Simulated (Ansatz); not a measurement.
Input for Ansatz (a quantum-chemistry and plane-wave program): R-wB97X-V/def2-TZVPP on CdFH (SMILES [F][CdH]), a point of a bond scan (R = 1.635 Å). Elements past Kr take the def2 small-core potentials; no spin–orbit coupling.

Ansatz 0.2 input:
```yaml
crystal:
  periodic: [false, false, false]
  atoms:
    - {symbol: Cd, position_ang: [-0.00000000, -0.00000000, -0.27480080]}
    - {symbol: H, position_ang: [0.00000000, 0.00000000, -1.90989949]}
    - {symbol: F, position_ang: [0.00000000, 0.00000000, 1.67781534]}
basis:
  gaussian:
    orbitals: def2-TZVPP
    pivot_positions_ang: [[-0.00000000, -0.00000000, -0.27480080], [0.00000000, 0.00000000, -1.90989949], [0.00000000, 0.00000000, 1.67781534]]
hamiltonian:
  xc: {name: wB97X-V}
scf: {lower_state_search: off}
output: {orbitals: {seedname: ./end}}
```

Output:

```
WARN ansatz: RAYON_NUM_THREADS=1 ignored (pool sized by the plan → 1); use --threads N
Functional definition: wB97X-V
these checks for a lower state are left out or cut short: stability, starts, cluster_reference, orbital_swaps, neighbouring_geometries, increment
integrals: 0.03 GiB planned
602 factors; their error is unknown
integrals: 0.07 GiB planned
120 factors; integrals over basis functions are off by at most 1.3e-5 eV
mean field: 0.34 GiB planned
mean field evaluation 1: about -7294.7112 eV, gradient 4.4e1 eV
mean field evaluation 2: about -7291.3206 eV, gradient 7.0e1 eV
mean field evaluation 4: about -7297.9631 eV, gradient 1.7e0 eV
mean field evaluation 8: about -7298.0266 eV, gradient 5.4e-2 eV
mean field evaluation 16: about -7298.0266 eV, gradient 4.8e-6 eV
mean field -7298.02663798 eV, -268.1975321655 hartree, gradient 4.8e-6 eV, S^2 0.000000; 0 other end points of the search recorded, 0 dependent functions left out
reference -7298.02663618 eV, -268.1975320996 hartree; 15, 15 occupied and 86, 86 virtual orbitals, 602 factors
Total energy: -7298.02663618 eV, -268.1975320996 hartree
Checks for a lower state left out: stability, starts, cluster_reference, orbital_swaps, neighbouring_geometries, increment
```

The run converged.

Cost: around 3 core-seconds (rough).
